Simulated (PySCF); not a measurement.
Electron correlation in Ca⁹⁺ (calcium, charge +9)

[Ne] 3s1, 2S determinant. Computed with PySCF 2.14 in an uncontracted even-tempered set (19 s from 0.4 bohr⁻², ratio 2.5; 12 p from 0.52 bohr⁻², ratio 2.5; 5 d from 2.4 bohr⁻², ratio 2.7; 4 f from 3.5 bohr⁻², ratio 2.7), with scalar relativity by spin-free X2C-1e. Frozen: 1s2; 9 electrons correlated; the 22 highest virtual orbitals of each spin left out.

```csv
level,correlation energy (mhartree)
CCSD,-309.50
(T),-0.83
CCSD(T),-310.33
```

Diagnostics: T1 = 0.00079, D1 = 0.0030, largest double amplitude 0.005.

Cost of the coupled-cluster step: about 50 core-seconds, for 9 correlated electrons.
